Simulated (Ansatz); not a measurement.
Compare A (`B[Se]CF`) with its isomer B (`C[Se]BF`).

Isolated molecules relaxed with PBE0-D4/def2-TZVP in Ansatz; ΔE leaves out vibrations. CCSD(T)/CBS adds triple-zeta CCSD(T) − MP2 to the extrapolated MP2 energy (def2 sets, frozen cores). Functionals use def2-TZVPP. B3LYP here is the variant with VWN-RPA as its local correlation; programs differ in this. For Se outer-core shells are correlated without core-valence functions, which leaves a few kJ/mol of doubt a bond. Scalar relativity is left out up to krypton. Each species was taken in one conformer, which may not be the lowest.

(1) Which is lower in electronic energy at CCSD(T)/CBS, and by how much? (An estimate is asked.)

(2) Give E(B) − E(A) in kJ/mol with CCSD(T)/def2-TZVPP, B2PLYP, LDA (SPW92), ωB97M-V, MP2/def2-TZVPP, r2SCAN-D4, B3LYP-D4. (Estimate.)

(3) Does the order hold for the free energy at 298.15 K (harmonic terms from PBE0-D4)? (An estimate is asked.)

Largest T1 diagnostic: 0.013.

Results:

(1) Ansatz gave: B, by 216.5 kJ/mol.

(2) The calculation gave: CCSD(T)/def2-TZVPP -216.4, B2PLYP -216.9, LDA (SPW92) -212.1, ωB97M-V -215.1, MP2/def2-TZVPP -224.6, r2SCAN-D4 -215.3, B3LYP-D4 -212.4. None reverses the order clearly.

(3) Ansatz gave: Yes: G(B) − G(A) = -212.9 kJ/mol, for one conformer each. Modes under 60 cm⁻¹, often nearly free rotors, make the harmonic entropy too high.

At CCSD(T), def2-SVP lies −8.5 kJ/mol from the extrapolated value and def2-TZVPP +0.1 kJ/mol. From BLYP to BHLYP (50 % exact exchange), in def2-TZVPP and without D4, E(B) − E(A) moves by −9.2 kJ/mol.
